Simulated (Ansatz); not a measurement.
```yaml
crystal:
  periodic: [false, false, false]
  atoms:
    - {symbol: N, position_ang: [-1.115289, 0.581029, 1.212376]}
    - {symbol: B, position_ang: [-0.390803, 1.231085, -0.045206]}
    - {symbol: F, position_ang: [-0.784198, 2.329785, -0.794478]}
    - {symbol: O, position_ang: [0.193773, 0.140164, -0.724328]}
    - {symbol: Si, position_ang: [0.992599, -1.338554, -0.672244]}
    - {symbol: H, position_ang: [-1.143621, -0.026215, 1.720280]}
    - {symbol: H, position_ang: [-2.023201, 1.723004, 1.660133]}
    - {symbol: H, position_ang: [0.142012, -1.895467, -1.725238]}
    - {symbol: H, position_ang: [0.405990, -2.014397, 0.365131]}
    - {symbol: H, position_ang: [2.149598, -1.140157, -1.154367]}
basis:
  gaussian: {orbitals: cc-pVTZ, final_grid: {core_spheres: 5, valence_spheres: 4, degree: 11}}
hamiltonian: {xc: {name: PBE}}
scf: {lower_state_search: full}
outputs: {forces: true}
output: {forces: true}
```

```sh
$ ansatz run in.yaml --threads 4 --pin off --events-out ev --progress --plain --max-ram 10444MiB
```

How does Ansatz answer? (An estimate is asked.)

The calculation gave: The input was rejected before any iteration.
```
Error: YAML parse error: error: line 18 column 1: unknown field `outputs`, expected one of crystal, accuracy, basis, kpoints, hamiltonian, magnetization, projection, total_charge, correlation, batch, efield, external_charges, scf, relax, neb, saddle, md, ramp, phonons, dielectric, real_time, elastic, magnetic_configurations, gw, evaluate, workflow, output, checkpoint, execution
16 | hamiltonian: {xc: {name: PBE}}
17 | scf: {lower_state_search: full}
18 | outputs: {forces: true}
19 | output: {forces: true}
```
